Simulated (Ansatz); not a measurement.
Consider the redistribution: `O[Si](O)(Cl)N[SiH2]Cl` + `C[SiH2][SiH2][AlH2]` → `O[SiH](O)N[SiH2]Cl` + `C[SiH2][SiH]([AlH2])Cl`.

Calculated with Ansatz (gas phase, PBE0-D4/def2-TZVP geometries, no zero-point term in ΔE). CCSD(T)/CBS is the MP2 limit (def2-TZVPP, def2-QZVPP) plus CCSD(T) − MP2 in def2-TZVPP, frozen cores. DFT in def2-TZVPP. One conformer a species, not always the lowest.

```
             level  ΔE (kJ/mol)  difference from CCSD(T)/CBS
           ωB97X-V         25.9                          1.6
           ωB97M-V         26.5                          2.2
            B2PLYP         22.3                         -2.0
               PBE         22.5                         -1.8
     HF/def2-TZVPP         22.4                         -1.9
    MP2/def2-TZVPP         26.4                          2.1
CCSD(T)/def2-TZVPP         27.0                          2.7
     HF/def2-QZVPP         21.7                         -2.6
    MP2/def2-QZVPP         24.6                          0.3
     MP2/CBS(def2)         23.7                         -0.6
       CCSD(T)/CBS         24.3                            0
```

Largest T1 diagnostic among the species: 0.012.

In def2-TZVPP, CCSD(T) changes the Hartree–Fock value by +4.6 kJ/mol (the triples alone add +0.5 kJ/mol) and MP2 by +4.0 kJ/mol. The D4 term adds +4.0 kJ/mol with B3LYP and +2.2 kJ/mol with PBE0; it sums over pairs of atoms, weighted by their polarisabilities, and B3LYP, whose exchange is more repulsive, gets the larger term.

B3LYP here is the variant with VWN-RPA as its local correlation; programs differ in this.
